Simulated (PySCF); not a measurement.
Start geometry of `[NH3+][BH2-]I` from GFN2-xTB (Å):
```
atom  x, y, z in Å
N1    -0.7865    0.2575    0.0420
B2     0.6263   -0.4810   -0.1501
I3     2.0855    0.9749    0.6318
H4    -0.9116    0.5034    1.0197
H5    -1.5652   -0.3185   -0.3035
H6    -0.7997    1.1586   -0.4930
H7     0.6072   -1.4595    0.5125
H8     0.7992   -0.6546   -1.3119
```

Q: What comes out of this run: PySCF 2.14.0, PBE0-D3(BJ)/def2-SVP geometry optimisation, gas phase, def2 core potentials past Kr?

A: 
```
atom  x, y, z in Å
N1    -0.8141    0.1794    0.0049
B2     0.6759   -0.4226   -0.0992
I3     1.9934    1.2980    0.4993
H4    -1.0061    0.5039    0.9558
H5    -1.5145   -0.5224   -0.2477
H6    -0.9218    0.9854   -0.6156
H7     0.7684   -1.3200    0.7106
H8     0.8741   -0.7180   -1.2580
```

The energy falls by 0.052 eV over 9 energy and gradient evaluations, the largest force component goes from 0.0209 to 2.1e-04 Eh/bohr, and the atoms move by 0.027 Å rms after alignment. The bond that changes most is B2–I3 (ends: four-coordinate boron; iodine bonded to B), which lengthens by 0.044 Å. Bonds longer at the end by more than 0.005 Å: 4 of 7; shorter: 2. Among the angles that change most is H4–N1–H5, from 111.5° to 108.6°. Rotational constants go from 24778, 2865, 2660 to 24452, 2772, 2579 MHz. The orientation of the end geometry is arbitrary; only internal coordinates are fixed.

The run used 79 basis functions and 54 SCF cycles in all.

Not checked by PBE0-D3(BJ)/def2-SVP frequencies.
